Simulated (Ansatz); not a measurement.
The cluster Si2Ge3. Charge 0, multiplicity 3. Geometry PBE-D4/def2-SVP; atoms count from 1.

```xyz
5

Si   -1.370   -0.156   -0.339
Si    1.116   -0.571    0.666
Ge    0.383   -1.363   -1.513
Ge    0.543    1.552   -0.699
Ge   -0.673    0.538    1.885
```

At PBE0-D4/def2-TZVP a singlet of charge 0 lies 0.32 eV below the triplet, each at its own geometry. The structure comes from a short search, and lower isomers may exist.

Question: Estimate the Mulliken populations from the PBE0/def2-TZVP orbitals of Ansatz.

Answer: 
```
atom  charge (e)  spin (α − β)
 Si1       -0.08          0.29
 Si2       -0.08          0.29
 Ge3        0.05          0.31
 Ge4        0.05          0.79
 Ge5        0.05          0.31
```
Mulliken values and Mayer orders depend strongly on the basis.

Question: Where does the spin sit?

Answer: Summed by element: Si 0.58, Ge 1.42, of 2 unpaired in all. Largest on single atoms: Ge4 0.79, Ge5 0.31, Ge3 0.31.

Question: And the Mayer bond orders between bonded heavy atoms (over 0.3)?

Answer: Si1–Ge3 0.89 (2.43 Å); Si1–Ge4 0.68 (2.59 Å); Si1–Ge5 0.89 (2.43 Å); Si2–Ge3 0.89 (2.43 Å); Si2–Ge4 0.68 (2.59 Å); Si2–Ge5 0.89 (2.43 Å). Values over 0.3 also appear between atoms too far apart for a bond (Si1–Si2 0.72 at 2.71 Å; Ge3–Ge4 0.50 at 3.03 Å; Ge3–Ge5 0.37 at 4.03 Å; Ge4–Ge5 0.50 at 3.03 Å); they arise where an orbital or an unpaired electron spreads over both atoms.
